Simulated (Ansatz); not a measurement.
Input file for Ansatz (a first-principles code): U-CCSD(T)/cc-pVTZ on C2H3B (SMILES BC#C), a point of a bond scan (R = 1.308 Å).

Ansatz 0.2 input:
```yaml
crystal:
  periodic: [false, false, false]
  atoms:
    - {symbol: B, position_ang: [-1.19336207, -0.05181280, -0.71503351]}
    - {symbol: C, position_ang: [0.09242682, 0.00401294, 0.05537990]}
    - {symbol: C, position_ang: [1.12928729, 0.04903083, 0.67664147]}
    - {symbol: H, position_ang: [2.04113857, 0.08862114, 1.22300057]}
    - {symbol: H, position_ang: [-2.03076544, 0.95206502, -0.66173566]}
    - {symbol: H, position_ang: [-1.44997504, -1.00862318, -1.37338029]}
basis:
  gaussian:
    orbitals: cc-pVTZ
correlation: {method: ccsd_t, electrons: outside_noble_gas}
scf: {omitted_lower_state_checks: [cluster_reference]}
magnetization: {spin_polarized: true, initial_magnetization: 0}
```

Output:

```
WARN ansatz: RAYON_NUM_THREADS=1 ignored (pool sized by the plan → 1); use --threads N
Functional definition: HF
these checks for a lower state are left out or cut short: cluster_reference
integrals: 0.39 GiB planned
753 factors; integrals over basis functions are off by at most 1.3e-3 eV
mean field: 0.30 GiB planned
mean field evaluation 1: about -2776.9554 eV, gradient 1.7e1 eV
mean field evaluation 2: about -2776.9590 eV, gradient 1.7e1 eV
mean field evaluation 4: about -2778.7735 eV, gradient 2.2e0 eV
mean field evaluation 8: about -2778.8045 eV, gradient 4.2e-4 eV
mean field evaluation 16: about -2778.8036 eV, gradient 8.4e-2 eV
mean field -2778.80454131 eV, -102.1191833518 hartree, gradient 2.3e-6 eV, S^2 0.000000; 2 other end points of the search recorded, 0 dependent functions left out
3 core orbitals not correlated
reference -2778.80454131 eV, -102.1191833518 hartree; 7, 7 occupied and 122, 122 virtual orbitals, 753 factors
second order -10.87525643 eV of doubles, -0.00000000 eV of singles
coupled cluster: 0.99 GiB planned
cycle   1  -11.05216369 eV  change   -1.8e-1 eV  update   8.7e-2
cycle   2  -11.41537589 eV  change   -3.6e-1 eV  update   2.7e-2
cycle   3  -11.49641652 eV  change   -8.1e-2 eV  update   1.3e-2
cycle   4  -11.49647490 eV  change   -5.8e-5 eV  update   3.5e-3
cycle   5  -11.49676135 eV  change   -2.9e-4 eV  update   1.2e-3
cycle   6  -11.49667890 eV  change    8.2e-5 eV  update   4.5e-4
cycle   7  -11.49673872 eV  change   -6.0e-5 eV  update   1.5e-4
cycle   8  -11.49677774 eV  change   -3.9e-5 eV  update   7.5e-5
cycle   9  -11.49676742 eV  change    1.0e-5 eV  update   2.7e-5
cycle  10  -11.49675676 eV  change    1.1e-5 eV  update   8.9e-6
perturbative correction -0.56893820 eV, -0.0209080932 hartree
Total energy: -2790.87023626 eV, -102.5625894629 hartree
Checks for a lower state left out: cluster_reference
```

Self-consistency was reached.

Cost: very roughly 13 core-seconds.
